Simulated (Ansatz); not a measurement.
`F[CH2][AlH][Br]` + HBr → `[Br][AlH][Br]` + `CF` at 500 K and 1 bar (ligand exchange at the Al–C bond).

Gas-phase electronic energies from Ansatz, PBE0-D4/def2-TZVP geometries. CCSD(T)/CBS adds triple-zeta CCSD(T) − MP2 to the extrapolated MP2 energy (def2 sets, frozen cores). This one scheme is used for every species. For Br outer-core shells are correlated without core-valence functions, which leaves a few kJ/mol of doubt a bond. Scalar relativity is left out up to krypton. Each species was taken in one conformer, which may not be the lowest.

```json
{"species": "`F[CH2][AlH][Br]`", "CCSD(T)/CBS energy (Eh)": "-2955.02561", "H − E (kJ/mol)": "134.2", "S (J/(mol·K))": "389.3"}
{"species": "HBr", "CCSD(T)/CBS energy (Eh)": "-2573.91920", "H − E (kJ/mol)": "30.5", "S (J/(mol·K))": "213.7"}
{"species": "`[Br][AlH][Br]`", "CCSD(T)/CBS energy (Eh)": "-5389.38299", "H − E (kJ/mol)": "52.1", "S (J/(mol·K))": "346.8"}
{"species": "`CF`", "CCSD(T)/CBS energy (Eh)": "-139.63461", "H − E (kJ/mol)": "122.2", "S (J/(mol·K))": "244.8"}
```

H − E and S are ideal-gas, rigid-rotor, harmonic terms from PBE0-D4/def2-TZVP, for one conformer and one mirror image of each species. 1 Eh = 2625.50 kJ/mol, R = 8.31446 J/(mol·K).

Problem. By hand: ΔE, ΔH, ΔS and ΔG.

Solution. ΔE = (-5389.38299) + (-139.63461) − (-2955.02561) − (-2573.91920) = -0.07279 Eh = -191.1 kJ/mol. Δ(H − E) = 52.1 + 122.2 − 134.2 − 30.5 = 9.6, so ΔH = -181.5 kJ/mol. ΔS = 346.8 + 244.8 − 389.3 − 213.7 = -11.4 J/(mol·K). ΔG = -181.5 − 500 × (-11.4)/1000 = -175.8 kJ/mol.

Problem. By hand: the equilibrium constant, and the temperature at which ΔG would vanish if ΔH and ΔS stayed fixed.

Solution. log₁₀ K = −ΔG/(RT ln 10) = 18.4. ΔG = 0 at ΔH/ΔS = 15921 K, far beyond where these terms or the molecules hold.

The number of gas molecules stays the same, so ΔS is small and ΔH decides. A doubt of 5 kJ/mol in ΔE shifts log₁₀ K by 0.5 here. Other conformers and mirror images would add mixing entropy, several J/(mol·K) or more a flexible species. These are equilibria of isolated gas molecules and say nothing of rates. Largest T1 diagnostic: 0.009 (customary marks: 0.02 for closed shells, 0.045 for open ones).
